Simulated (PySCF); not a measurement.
**Computed structure and properties of Eu(BH4)3**

System: Eu(BH4)3 (singlet in the valence; each metal's 4f electrons, 6 of them, lie in its core potential, out of spins and levels); start: template (C3h). Method: PySCF 2.14.0, RKS PBE, Eu lcecp-1-SVP with ECP52, B def2-SVP, H def2-SVP; non-relativistic Hamiltonian with scalar-relativistic core potentials where named; density fitting; no spin-orbit coupling.

Input of the relaxation:

```python
mol = gto.M(atom='''
Eu     0.00000     0.00000     0.00000
B      2.49705    -0.00000     0.00000
H      3.69700    -0.00000     0.00000
H      2.08111    -0.58941     1.02080
H      2.08111    -0.58941    -1.02080
H      2.08111     1.17879     0.00000
B     -1.24853     2.16251     0.00000
H     -1.84850     3.20170     0.00000
H     -0.53011     2.09700     1.02080
H     -0.53011     2.09700    -1.02080
H     -2.06141     1.21290     0.00000
B     -1.24853    -2.16251     0.00000
H     -1.84850    -3.20170     0.00000
H     -1.55100    -1.50759     1.02080
H     -1.55100    -1.50759    -1.02080
H     -0.01969    -2.39169     0.00000''',
    basis={'Eu': 'lcecp-1-SVP', 'B': 'def2-SVP', 'H': 'def2-SVP'},
    ecp={'Eu': 'lcecp-1-SVP'},
    charge=0, spin=0)
mf = dft.RKS(mol, xc='PBE')
mf.grids.atom_grid = (50, 194)  # f atoms: unpruned, at least (60, 302)
mf = mf.density_fit()  # fitting sets: Eu AutoAux, B def2-universal-JKFIT, H def2-universal-JKFIT
mf.conv_tol = 1e-08; mf.max_cycle = 55
mf.kernel(dm0)  # dm0: converged density of the start geometry
# quasi-Newton relaxation in Cartesian coordinates to a largest gradient under 0.00045 Eh/bohr, steps kept in the point group
```

Run from Python with OMP_NUM_THREADS=4; the lines above give its settings. Where DIIS fails, smearing, a level shift and second-order steps follow.
It took 33 s on 4 threads of Arm Neoverse V2, on a shared host, from the converged density of the start.

Course of the relaxation:

```
step  energy above end (eV)  largest force component within the symmetry (eV/Å)
   0                 0.1420                                               0.404
   1                 0.0761                                               0.344
   2                 0.0167                                               0.169
   3                 0.0080                                               0.118
   4                 0.0012                                               0.107
   5                 0.0004                                               0.060
   6                 0.0001                                               0.013
   7                 0.0000                                               0.010
```

Relaxed geometry (C3h):

```xyz
16

Eu    0.0000    0.0000    0.0000
B     2.4962    0.0128    0.0000
H     3.7085   -0.0106    0.0000
H     1.9934   -0.5778    1.0020
H     1.9934   -0.5778   -1.0020
H     2.0196    1.1749    0.0000
B    -1.2592    2.1554    0.0000
H    -1.8450    3.2170    0.0000
H    -0.4964    2.0152    1.0020
H    -0.4964    2.0152   -1.0020
H    -2.0273    1.1616    0.0000
B    -1.2370   -2.1682    0.0000
H    -1.8635   -3.2063    0.0000
H    -1.4971   -1.4375    1.0020
H    -1.4971   -1.4375   -1.0020
H     0.0077   -2.3365    0.0000
```

```
      contact      Å
 Eu1–H4 (BH4)  2.305
 Eu1–H9 (BH4)  2.305
Eu1–H14 (BH4)  2.305
```

On the finer grid (75, 302):

The HOMO is -8.09 eV, the LUMO is -3.60 eV and the dipole about the centre of mass is 0.00 D. The set of Mulliken populations of Eu1 outside the core potential is s 2.46, p 6.46, d 1.59, f 0.06. The D3(BJ) dispersion energy (not in the energies) is -0.307 eV.

```csv
atom,Mulliken (e),Löwdin (e),spin (e)
Eu1,0.43,0.52,0.00
B2,-0.20,-0.34,0.00
H3,0.03,0.01,0.00
H4,0.00,0.05,0.00
H5,0.00,0.05,0.00
H6,0.03,0.05,0.00
B7,-0.20,-0.34,0.00
H8,0.03,0.01,0.00
H9,0.00,0.05,0.00
H10,0.00,0.05,0.00
H11,0.03,0.05,0.00
B12,-0.20,-0.34,0.00
H13,0.03,0.01,0.00
H14,0.00,0.05,0.00
H15,0.00,0.05,0.00
H16,0.03,0.05,0.00
```

The 4f levels lie in the core potential and are missing. Their spin isn't counted.

On the grid (50, 194), as all that follows. Harmonic modes: a minimum within the noise of the softest modes; lowest -21 cm⁻¹ (negative: unstable), highest 2583 cm⁻¹, zero-point energy 3.100 eV.

Taking off one BH4 (charge -1, singlet; the rest: singlet) in vacuum, both parts rigid, costs 8.21 eV; the small basis without counterpoise inflates it. Most of it is the attraction of opposite charges; other ways to part are cheaper, and one spin state was tried for the rest.

Rigid scan of BH4 along the line from its metal:

distance to B2 (Å), energy (eV) and a bar:
```
     2.20      0.769 #######
     2.30      0.302 ###
     2.40      0.067 #
     2.50      0.000 
     2.60      0.051 
     2.70      0.184 ##
     2.90      0.588 ######
     3.20      1.314 #############
     3.60      2.230 #####################
     4.10      3.152 ##############################
```

One start shape was tried, so this needn't be the lowest isomer.

An lcecp potential fixes the number of 4f electrons, so in runs with it no electron can move into or out of that shell.
